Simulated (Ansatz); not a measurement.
Problem. Name a neutral molecule of B, F, O, Si and H with zero-point energy (PBE0-D4/def2-TZVP) between 67 and 83 kJ/mol and size of the dipole moment (PBE/def2-TZVPP) between 1.65 and 1.95 D (Ansatz, PBE0-D4/def2-TZVP geometry).

Solution. `FB1O[SiH2]1` (72.2 kJ/mol, 1.69 D). Other molecules can fit too; these were computed, each in one conformer that needn't be the lowest.
